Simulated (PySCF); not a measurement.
**Checking a proposed structure**

A compound C3H12O2Si2 gives the data below (simulated from a calculation) and was assigned the structure `CCCO[SiH2]O[SiH3]`.

13C{1H} NMR (computed): δ 65.2 (CH2), 52.6 (CH3), 18.2 (CH2).

1H NMR (300 MHz, computed): δ 4.87 (s, 2H), 4.14 (t, 2H), 3.87 (s, 3H), 3.76 (t, 3H), 1.19 (m, 2H).

How the numbers were obtained: GIAO PBE0/pcSseg-1 shieldings, structure optimised with GFN2-xTB, in PySCF 2.14.0 with density-fitted response routines (one computed conformer, rapidly exchanging positions averaged, non-relativistic Hamiltonian, no solvent model).

Scale: 1H (σref 31.72), 13C (σref 186.93) against TMS (reference shieldings calculated alike).

Question: Compare with the shifts computed for the proposed structure, pairing carbons in order of shift.

Answer: Atoms are numbered as in `[CH3:1][CH2:2][CH2:3][O:4][SiH2:5][O:6][SiH3:7]` (H(Xn): hydrogen on atom n).

```tsv
atom	computed for proposal	given list	difference
C3	64.5	65.2	-0.7
C2	30.1	52.6	-22.5
C1	13.3	18.2	-4.9
```

The rms difference is 13.3 ppm and the largest -22.5 ppm at C2 (sp3 CH2). The carbon types in order of shift don't match either: CH2, CH2, CH3 for the proposal against CH2, CH3, CH2 in the data. The proposal doesn't fit.

Question: Which isomer fits?

Answer: SMILES O([SiH2]OC)CC[SiH3].

1. Carbon types of the structure: 2 × CH2, 1 × CH3, leaving 5 H on heteroatoms.
2. δC 65.2: sp3 CH2 bonded to O; pulled downfield by the heteroatom.
3. δC 52.6: methyl carbon bonded to O; pulled downfield by the heteroatom.
4. δH 4.14: hydrogen on an sp3 CH2 bonded to O; its carbon carries O, which withdraws density.
5. δH 3.87: hydrogen on a methyl carbon bonded to O; its carbon carries O, hence the downfield position.

The data come from this structure; uniqueness wasn't tested.

Shifts are as computed. Against solution values, carbons near 30 ppm lie about +3 ppm off and those near 130 ppm about +5 ppm. Of 1313 compounds with measured shifts, 239 miss one by over three times the rms of a fit or turn the order of signals round; such compounds aren't used in these exercises. Multiplicities follow the n + 1 count of equivalent neighbours, as no J values were calculated; m marks all less simple cases, F and P coupling included.
